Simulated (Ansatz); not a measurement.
Total energies of C4H10AlBr, SMILES `C[CH](C)[Al]([CH3])[Br]`.

Cartesian coordinates in Å:
```
C -0.671 -0.752 -1.889
C -0.653 -0.290 -0.437
C -0.586 -1.478 0.528
Al 0.746 1.013 0.008
C 1.024 1.788 1.770
Br 2.184 1.662 -1.634
H -1.501 -1.446 -2.073
H -0.773 0.081 -2.588
H 0.253 -1.276 -2.153
H -1.597 0.241 -0.233
H -1.429 -2.161 0.371
H 0.326 -2.066 0.379
H -0.609 -1.171 1.578
H 1.057 2.880 1.713
H 0.244 1.505 2.480
H 1.987 1.469 2.182
```

Total charge 0; spin multiplicity 1. Correlated methods include outer-core shells of Br, which these sets cover unevenly. Scalar relativity is left out up to krypton. The geometry is a stationary point of PBE0-D4/def2-TZVP. It is one conformer, not always the lowest. Basis def2-TZVPP, Ansatz 0.2.0.

RPA on PBE orbitals: Hartree–Fock energy of these orbitals -2971.71518 Eh, correlation -1.75095 Eh (frozen core).

| functional | kind | energy without D4 (Eh) | D4 term (kJ/mol) |
| --- | --- | --- | --- |
| r2SCANh | meta-GGA hybrid, 10 % | -2975.03134 | -10.0 |
| B2PLYP | double hybrid | -2974.52415 | – |

Question: Give the same for LDA (SPW92), PBE, revPBE, BLYP, r2SCAN, B97M-V, PBE0, B3LYP, r2SCAN0, HSE06 (plane-wave form), BHLYP, CAM-B3LYP, LC-ωPBE, ωB97X-V, ωB97M-V, PBE-QIDH. (Estimate.)

Answer: The calculation gave: 
```tsv
functional	kind	energy without D4 (Eh)	D4 term (kJ/mol)
LDA (SPW92)	LDA	-2969.04741	–
PBE	GGA	-2974.42181	-34.9
revPBE	GGA	-2974.85023	-99.2
BLYP	GGA	-2975.10328	-74.4
r2SCAN	meta-GGA	-2975.03805	-9.3
B97M-V	meta-GGA with VV10	-2974.66622	–
PBE0	global hybrid, 25 % exact exchange	-2974.56930	-30.1
B3LYP	global hybrid, 20 %	-2975.24117	-55.8
r2SCAN0	meta-GGA hybrid, 25 %	-2975.02259	-11.0
HSE06 (plane-wave form)	screened hybrid	-2974.55739	-28.3
BHLYP	global hybrid, 50 %	-2975.07034	-44.4
CAM-B3LYP	range-separated hybrid	-2975.21399	-31.0
LC-ωPBE	long-range corrected hybrid	-2974.64713	–
ωB97X-V	range-separated hybrid GGA with VV10	-2974.86254	–
ωB97M-V	range-separated hybrid meta-GGA with VV10	-2974.92404	–
PBE-QIDH	double hybrid	-2974.15483	–
```

B3LYP takes the VWN-RPA correlation (the form of Gaussian; ORCA's B3LYP/G). HSE06 is the plane-wave form, built on full-range PBE exchange. The double hybrids freeze the cores in their second-order part.

LC-ωPBE has ω = 0.4 bohr⁻¹.
